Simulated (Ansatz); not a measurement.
C7H7, SMILES Cc1cc[c]cc1, multiplicity 2. Atoms are numbered in the order given.

```xyz
14

C      2.3329    -0.1666     0.1292
C      0.8364    -0.0549     0.0530
C      0.2090     1.1953    -0.0037
C     -1.1856     1.3068    -0.0890
C     -1.8994     0.1322    -0.1132
C     -1.3527    -1.1305    -0.0594
C      0.0414    -1.2101     0.0255
H      2.7486    -0.5834    -0.8025
H      2.8020     0.8136     0.2930
H      2.6448    -0.8321     0.9489
H      0.8190     2.1035     0.0203
H     -1.6668     2.2876    -0.1315
H     -1.9654    -2.0358    -0.0793
H      0.5203    -2.1933     0.0724
```
Charge 0, spin multiplicity 2.

Geometry optimised at PBE0-D3(BJ)/def2-SVP. The isomer is the one that the SMILES or the coordinates give; other isomers of the formula were not compared.

Two levels are set side by side: PBE-D3(BJ)/def2-SVP (Ansatz, an electronic-structure program) and PBE0-D3(BJ)/def2-SVP (Ansatz). Each level has its own optimised geometry; the coordinates shown are those of the second. Differences are taken from unrounded values.

```csv
quantity,PBE0-D3(BJ)
mean bond length (Å),1.253
bond C1–C2 (Å),1.503
bond C2–C3 (Å),1.400
bond C2–C7 (Å),1.403
bond C3–C4 (Å),1.402
bond C4–C5 (Å),1.375
bond C5–C6 (Å),1.377
bond C6–C7 (Å),1.399
bond C1–H8 (Å),1.102
bond C1–H9 (Å),1.099
bond C1–H10 (Å),1.101
bond C3–H11 (Å),1.094
bond C4–H12 (Å),1.093
bond C6–H13 (Å),1.093
bond C7–H14 (Å),1.095
```

**Question.** What does PBE-D3(BJ) give, and how far is it from PBE0-D3(BJ)? (Estimate from the structure and the level; the computed values follow.)

**Answer.** 
```json
[
 {"quantity": "mean bond length (Å)", "PBE-D3(BJ)": "1.261", "PBE-D3(BJ) minus PBE0-D3(BJ)": "0.009"},
 {"quantity": "bond C1–C2 (Å)", "PBE-D3(BJ)": "1.510", "PBE-D3(BJ) minus PBE0-D3(BJ)": "0.007"},
 {"quantity": "bond C2–C3 (Å)", "PBE-D3(BJ)": "1.410", "PBE-D3(BJ) minus PBE0-D3(BJ)": "0.010"},
 {"quantity": "bond C2–C7 (Å)", "PBE-D3(BJ)": "1.412", "PBE-D3(BJ) minus PBE0-D3(BJ)": "0.010"},
 {"quantity": "bond C3–C4 (Å)", "PBE-D3(BJ)": "1.413", "PBE-D3(BJ) minus PBE0-D3(BJ)": "0.011"},
 {"quantity": "bond C4–C5 (Å)", "PBE-D3(BJ)": "1.383", "PBE-D3(BJ) minus PBE0-D3(BJ)": "0.008"},
 {"quantity": "bond C5–C6 (Å)", "PBE-D3(BJ)": "1.385", "PBE-D3(BJ) minus PBE0-D3(BJ)": "0.008"},
 {"quantity": "bond C6–C7 (Å)", "PBE-D3(BJ)": "1.410", "PBE-D3(BJ) minus PBE0-D3(BJ)": "0.011"},
 {"quantity": "bond C1–H8 (Å)", "PBE-D3(BJ)": "1.111", "PBE-D3(BJ) minus PBE0-D3(BJ)": "0.008"},
 {"quantity": "bond C1–H9 (Å)", "PBE-D3(BJ)": "1.107", "PBE-D3(BJ) minus PBE0-D3(BJ)": "0.008"},
 {"quantity": "bond C1–H10 (Å)", "PBE-D3(BJ)": "1.109", "PBE-D3(BJ) minus PBE0-D3(BJ)": "0.008"},
 {"quantity": "bond C3–H11 (Å)", "PBE-D3(BJ)": "1.103", "PBE-D3(BJ) minus PBE0-D3(BJ)": "0.008"},
 {"quantity": "bond C4–H12 (Å)", "PBE-D3(BJ)": "1.102", "PBE-D3(BJ) minus PBE0-D3(BJ)": "0.008"},
 {"quantity": "bond C6–H13 (Å)", "PBE-D3(BJ)": "1.102", "PBE-D3(BJ) minus PBE0-D3(BJ)": "0.008"},
 {"quantity": "bond C7–H14 (Å)", "PBE-D3(BJ)": "1.103", "PBE-D3(BJ) minus PBE0-D3(BJ)": "0.008"}
]
```

GGA bonds tend to be longer and softer than those of functionals with exact exchange. Differences between two approximate levels are no errors against the true value.
